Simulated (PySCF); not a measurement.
# Radial density of Co²⁺ (cobalt, charge +2)

BP86, [Ar] 3d7, high-spin 4F determinant. All numbers are calculated (PySCF 2.14, no relativity, point nucleus, in pcseg-2 (6s4p3d2f1g, 56 functions)).

```
r (bohr)  4πr²ρ (e/bohr)  4πr²(ρα − ρβ)
 0.00110          0.1925         0.0000
 0.00185          0.5231         0.0000
 0.00312           1.382         0.0000
 0.00525           3.486         0.0000
 0.00883           8.129         0.0001
  0.0148           16.64         0.0002
  0.0250           27.45         0.0004
  0.0420           32.36         0.0013
  0.0707           26.74         0.0071
   0.119           29.25         0.0519
   0.200           35.75         0.3371
   0.336           17.93         1.4019
   0.566           17.52         2.8437
   0.951           13.02         2.3270
    1.60           2.673         0.7567
    2.69          0.2204         0.0732
    4.53        0.004068         0.0008
```
